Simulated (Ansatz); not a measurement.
A nudged elastic band was laid between two geometries of BFH3N + FH (8 atoms, charge 0, multiplicity 1).

Theory: Ansatz, RKS PBE0-D4/def2-SVP.

- movable images: 7
- climbing image: yes
- spring: 5.0 eV/Å²
- optimiser: quadratic models (default)
- start path: through a guess of the saddle point
- force threshold: 0.05 eV/Å
- iteration limit: 59
- end points: relaxed

Image 0:

```xyz
8
Properties=species:S:1:pos:R:3
B 0.035 -0.292 0.229
N 0.026 -0.113 1.631
H -0.800 -0.328 2.176
H 0.888 -0.137 2.166
F 1.198 -0.255 -0.408
H -0.989 -0.462 -0.382
F -0.362 2.498 0.839
H -0.230 1.687 1.289
```

Image 8:

```xyz
8
Properties=species:S:1:pos:R:3
B -0.141 0.370 0.095
N 0.048 0.236 1.756
H -0.857 0.225 2.227
H 0.553 -0.618 1.994
F 1.156 0.339 -0.363
H -0.834 -0.592 -0.221
F -0.741 1.600 -0.046
H 0.583 1.038 2.096
```

(1) What changes between the two ends?

(2) What energy profile does the band end with?

(3) What is the geometry of the highest image?

(4) What are the harmonic wavenumbers there?

The band took 11 iterations and of the order of 3 core-minutes.

Results:

(1) Bonds broken: F7–H8. Bonds formed: B1–F7, N2–H8. BFH3N + FH becomes BF2H4N.

(2) The forces met the threshold. The highest image is number 2 of 0 to 8, 0.35 eV above the first end and 1.44 eV above the last; the last end lies 1.08 eV below the first. A vibrational analysis at the climbing image gives one clearly imaginary mode, 657i cm⁻¹: a first-order saddle point. The orbitals stay closed-shell, which can raise the energy where a bond breaks towards radicals; this wasn't checked here.

```json
{"image": "0", "path coordinate (Å)": "0.00", "energy (eV)": "0.00", "F7–H8 (Å)": "0.94", "B1–F7 (Å)": "2.88", "N2–H8 (Å)": "1.85"}
{"image": "1", "path coordinate (Å)": "0.53", "energy (eV)": "0.07", "F7–H8 (Å)": "0.95", "B1–F7 (Å)": "2.39", "N2–H8 (Å)": "1.76"}
{"image": "2", "path coordinate (Å)": "1.06", "energy (eV)": "0.35", "F7–H8 (Å)": "1.07", "B1–F7 (Å)": "1.79", "N2–H8 (Å)": "1.41"}
{"image": "3", "path coordinate (Å)": "1.45", "energy (eV)": "-0.26", "F7–H8 (Å)": "1.43", "B1–F7 (Å)": "1.53", "N2–H8 (Å)": "1.11"}
{"image": "4", "path coordinate (Å)": "1.83", "energy (eV)": "-0.92", "F7–H8 (Å)": "1.90", "B1–F7 (Å)": "1.40", "N2–H8 (Å)": "1.02"}
{"image": "5", "path coordinate (Å)": "2.21", "energy (eV)": "-1.05", "F7–H8 (Å)": "2.33", "B1–F7 (Å)": "1.38", "N2–H8 (Å)": "1.02"}
{"image": "6", "path coordinate (Å)": "2.59", "energy (eV)": "-1.06", "F7–H8 (Å)": "2.39", "B1–F7 (Å)": "1.38", "N2–H8 (Å)": "1.02"}
{"image": "7", "path coordinate (Å)": "2.97", "energy (eV)": "-1.08", "F7–H8 (Å)": "2.47", "B1–F7 (Å)": "1.38", "N2–H8 (Å)": "1.02"}
{"image": "8", "path coordinate (Å)": "3.36", "energy (eV)": "-1.08", "F7–H8 (Å)": "2.58", "B1–F7 (Å)": "1.38", "N2–H8 (Å)": "1.02"}
```

(3) 
```xyz
8
Properties=species:S:1:pos:R:3
B -0.029 0.099 0.251
N -0.013 0.084 1.763
H -0.785 -0.386 2.226
H 0.877 -0.175 2.183
F 1.170 -0.038 -0.327
H -1.021 -0.277 -0.324
F -0.251 1.867 0.397
H -0.182 1.424 1.369
```

(4) 657i, 306, 372, 432, 553, 755, 843, 883, 1012, 1081, 1168, 1265, 1364, 1568, 2051, 2658, 3579, 3684 cm⁻¹.

Time of the run: 3.1 min on 1 thread of Arm Neoverse V2, with other jobs on the host, peak memory 0.14 GiB.
